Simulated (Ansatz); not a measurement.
Total energies of `O[CH2][GaH2]`.

Cartesian coordinates in Å:
```
O 0.804 -1.217 -0.094
C -0.145 -0.382 0.577
Ga -0.236 1.142 -0.706
H 0.955 -2.011 0.426
H 0.216 -0.082 1.567
H -1.108 -0.891 0.701
H 0.773 2.340 -0.570
H -1.257 1.101 -1.900
```

The species carries charge 0 and has multiplicity 1. Correlated methods include outer-core shells of Ga, which these sets cover unevenly. Scalar relativity is left out up to krypton. Geometry: relaxed with PBE0-D4/def2-TZVP. It is one conformer, not always the lowest. Basis def2-TZVPP, the Gaussian-basis code of Ansatz.

RPA on PBE orbitals: Hartree–Fock energy of these orbitals -2038.84585 Eh, correlation -1.04637 Eh (frozen core).

| functional | energy without D4 (Eh) | D4 term (kJ/mol) |
| --- | --- | --- |
| PBE | -2040.76371 | -11.5 |
| revPBE | -2041.02028 | -36.1 |
| r2SCAN | -2041.12094 | -2.7 |
| B97M-V | -2040.80562 | – |
| PBE0 | -2040.81142 | -9.6 |
| B3LYP | -2041.25522 | -18.7 |
| r2SCANh | -2041.10398 | -2.8 |
| r2SCAN0 | -2041.07980 | -3.2 |
| BHLYP | -2041.10606 | -14.5 |
| B2PLYP | -2040.74217 | – |

Question: Give the same for LDA (SPW92), BLYP, HSE06 (plane-wave form), CAM-B3LYP, LC-ωPBE, ωB97X-V, ωB97M-V, PBE-QIDH. (An estimate is asked.)

Answer: Ansatz gave: 
```csv
functional,energy without D4 (Eh),D4 term (kJ/mol)
LDA (SPW92),-2037.22919,–
BLYP,-2041.22797,-25.6
HSE06 (plane-wave form),-2040.80466,-9.0
CAM-B3LYP,-2041.26901,-9.7
LC-ωPBE,-2040.88387,–
ωB97X-V,-2040.98336,–
ωB97M-V,-2041.03893,–
PBE-QIDH,-2040.45873,–
```

B3LYP takes the VWN-RPA correlation (the form of Gaussian; ORCA's B3LYP/G). HSE06 is the plane-wave form, built on full-range PBE exchange. The double hybrids freeze the cores in their second-order part.

LC-ωPBE has ω = 0.4 bohr⁻¹.
